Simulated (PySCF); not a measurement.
Fill in the blanks.

Compound: C2H8ClNSi2.
SMILES: `C=C[Si@H](Cl)[SiH2]N`

Conformer (atom-mapped SMILES and torsion angles): `[CH2:1]=[CH:2][Si@H:3]([Cl:4])[SiH2:5][NH2:6]`: C1–C2–Si3–Cl4 11°, C2–Si3–Si5–N6 -146°, H–N6–Si5–Si3 45°, H–N6–Si5–Si3 -175°.

| property | level | value |
| --- | --- | --- |
| point group of the GFN2-xTB geometry | GFN2-xTB | C1 |
| rotational constants A, B, C of the GFN2-xTB geometry | GFN2-xTB | 2.515, 1.122, 0.868 GHz |
| dipole moment | CAM-B3LYP/def2-SVPD | ? |
| HOMO energy | CAM-B3LYP/def2-SVPD | ? |
| LUMO energy | CAM-B3LYP/def2-SVPD | 0.29 eV |
| lowest singlet excitation | TDDFT CAM-B3LYP/def2-SVPD | 5.76 eV (215 nm, f = 0.007) |
| strongest line among the 8 lowest singlet transitions | TDDFT CAM-B3LYP/def2-SVPD | ? |
| lowest triplet excitation (Tamm–Dancoff) | TDA CAM-B3LYP/def2-SVPD | ? |
| static isotropic polarisability | CAM-B3LYP/def2-SVPD | 99.5 au |
| electronic spatial extent ⟨r²⟩ about the centre of nuclear charge | CAM-B3LYP/def2-SVPD | ? |
| 13C chemical shifts (computed TMS as zero) by class | GIAO PBE0/pcSseg-1 | 143.2 (1 C), 140.7 (1 C) ppm |
| 1H chemical shifts (computed TMS as zero) by class | GIAO PBE0/pcSseg-1 | 6.56 (1 H), 6.39 (1 H), 6.38 (1 H), 5.66 (1 H), 5.10 (1 H), 4.99 (1 H), -0.12 (2 H) ppm |
| isotropic shieldings of nuclei other than C and H, by class | GIAO PBE0/pcSseg-1 | ? |

Gas-phase values; electronic properties from PySCF, density fitting. One conformer (not necessarily the lowest) at the GFN2-xTB geometry, without solvent or vibrations. NMR classes are plain means over equivalent atoms (diastereotopic ones count apart unless rotation or inversion swaps them), as if these changed places fast; in this geometry the members of some classes differ.

Problem. What is the dipole moment?

Solution. 2.41 D.

Problem. What is the strongest line among the 8 lowest singlet transitions?

Solution. S7 at 7.07 eV (175 nm, f = 0.154).

Problem. Give the HOMO energy.

Solution. -8.78 eV.

Problem. Give the electronic spatial extent ⟨r²⟩ about the centre of nuclear charge.

Solution. 1365 bohr².

Problem. The lowest triplet excitation (Tamm–Dancoff)?

Solution. 4.32 eV.

Problem. Give the isotropic shieldings of nuclei other than C and H, by class.

Solution. 269 (1 N), 359 (1 Si), 399 (1 Si), 1037 (1 Cl) ppm.

The polarisability is 14.75 Å³ as a volume (1 au = 0.148185 Å³), or 1.38 au for each of the 72 electrons. No computed singlet falls in the visible range (750 to 380 nm, 1.65 to 3.26 eV); S1 lies 2.50 eV above its blue end. The dipole equals about 8.0 × 10⁻³⁰ C·m (1 D = 3.33564 × 10⁻³⁰ C·m). In wavenumbers S1 is 46500 cm⁻¹ (1 eV = 8065.54 cm⁻¹). The rotational constants make it an asymmetric top with κ = (2B − A − C)/(A − C) = -0.69, nearer the prolate limit (−1).

For the NMR shielding job (PBE0/pcSseg-1), time: 38 s; peak memory 0.74 GiB. Hardware: one thread, Arm Neoverse N1 (aarch64), on a shared host.
